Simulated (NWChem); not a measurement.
BHCl cation

```xyz
3

B      0.0000     0.0000    -1.1313
Cl     0.0000     0.0000     0.4684
H      0.0000     0.0000    -2.3068
```
Atoms are numbered in this order, from 1.

Computed with NWChem. Pople sets run with spherical d functions. Coordinates come from a B3LYP/6-31G* (spherical d) optimisation.

Task: Taking TPSS/6-311++G** as the yardstick, which of these has the fewest basis functions while keeping “highest occupied level (eV)” within 0.05 eV of it: TPSS/STO-3G; TPSS/6-31G*; TPSS/3-21G; TPSS/6-311G**; TPSS/6-31+G*?

Result: TPSS/6-31G*.
```
level            basis functions  highest occupied level (eV)
---------------  ---------------  ---------------------------
TPSS/STO-3G                   15                       -17.83
TPSS/3-21G                    24                       -17.73
TPSS/6-31G*                   34                       -17.34
TPSS/6-31+G*                  42                       -17.33
TPSS/6-311G**                 50                       -17.33
TPSS/6-311++G**               59                       -17.32
```

The yardstick is one finite set, not the basis-set limit.
